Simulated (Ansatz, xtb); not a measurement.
## Isomers of C3H3BCl2 in order of energy

4 gas-phase structures of C3H3BCl2, from a drawn sample of its isomers (lower ones may exist). Each was relaxed with GFN2-xTB:

A. `C#CCB(Cl)Cl`, a singlet
B. `CC#CB(Cl)Cl`, a singlet
C. `BC1C(Cl)=C1Cl`, a singlet
D. `ClB(Cl)C1C=C1`, a singlet

Question: Estimate their order in r2SCAN-D4/def2-SVP energy at these geometries, lowest first.

Answer: Calculated order at r2SCAN-D4/def2-SVP: B (0.0), A (65.0), D (141.7), C (458.9) kJ/mol.

Energies above the lowest of each column, in kJ/mol; the last columns are at PBE-D3(BJ)/def2-SVP geometries and were run for some of them only (a dash: not run or not comparable):

| structure | GFN2-xTB | HF/STO-3G | r2SCAN-D4/def2-SVP | PBE-D3(BJ)/def2-SVP | CCSD(T)/def2-SVP + ΔMP2/def2-TZVPP |
| --- | --- | --- | --- | --- | --- |
| B | 0.0 | 0.0 | 0.0 | 0.0 | 0.0 |
| A | 57.9 | 73.5 | 65.0 | 61.5 | 48.7 |
| D | 144.7 | 190.0 | 141.7 | 107.4 | 121.4 |
| C | 287.6 | 476.8 | 458.9 | – | – |

Every level run on B puts it lowest or level with the lowest. Flexible structures stand in one conformer each, not always the lowest. B keeps a small imaginary mode. Frequencies (PBE-D3(BJ)/def2-SVP) were run for A, B, D alone. ΔMP2 is the change of the MP2 energy from the smaller to the larger basis.

Over these structures GFN2-xTB departs from r2SCAN-D4/def2-SVP by 63.7 kJ/mol on average once a common shift is removed. A GFN2-xTB relaxation took about 0.12 s and the r2SCAN-D4/def2-SVP energy about 1.7 s on a shared host (Ansatz 0.2.0, xtb 6.7.1).
